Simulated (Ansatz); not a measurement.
`C[O][W]([CH3])(=[O])=[O]`. The species carries charge 0 and has multiplicity 1. W takes the def2 core potential.

```xyz
12

C    -2.209   -0.890    0.134
O    -0.913   -0.427    0.421
W     0.331    0.916    0.118
C     2.220    0.032   -0.220
O     0.541    1.948    1.462
O     0.002    1.850   -1.271
H    -2.534   -0.550   -0.853
H    -2.199   -1.982    0.154
H    -2.906   -0.527    0.893
H     2.975    0.803   -0.392
H     2.177   -0.618   -1.099
H     2.515   -0.556    0.654
```

What are the harmonic wavenumbers in cm⁻¹ at PBE0-D4/def2-TZVP (Ansatz, finite differences of forces, unscaled)? (Best estimate.)

Ansatz gave: 40, 78, 90, 141, 193, 200, 247, 272, 337, 564, 574, 668, 694, 1005, 1044, 1172, 1179, 1194, 1222, 1418, 1425, 1476, 1487, 1491, 3041, 3043, 3123, 3129, 3134, 3143.

Is this a minimum?

Yes, all 30 modes are real.

Give the ideal-gas thermochemistry at 298.15 K and 1 bar (rigid rotor, harmonic oscillator; point group C1, symmetry number 1).

Zero-point energy 220.3 kJ/mol; H(298) − E = 246.6 kJ/mol; entropy 406.4 J/(mol·K), of which translation 178.3, rotation 116.6, vibration 111.4; G(298) − E = 125.5 kJ/mol. Modes under 100 cm⁻¹ are hindered rotations or soft bends, so the harmonic entropy is rough.

And at 400, 500, 600, 800 and 1000 K?


```json
{"T (K)": "400", "H − E (kJ/mol)": "260.7", "S (J/mol/K)": "446.7", "G − E (kJ/mol)": "82.0"}
{"T (K)": "500", "H − E (kJ/mol)": "276.4", "S (J/mol/K)": "481.7", "G − E (kJ/mol)": "35.5"}
{"T (K)": "600", "H − E (kJ/mol)": "293.7", "S (J/mol/K)": "513.2", "G − E (kJ/mol)": "-14.2"}
{"T (K)": "800", "H − E (kJ/mol)": "332.1", "S (J/mol/K)": "568.3", "G − E (kJ/mol)": "-122.6"}
{"T (K)": "1000", "H − E (kJ/mol)": "374.4", "S (J/mol/K)": "615.5", "G − E (kJ/mol)": "-241.0"}
```

Rotational constants (cm⁻¹)?

0.1156, 0.05764, 0.05497.
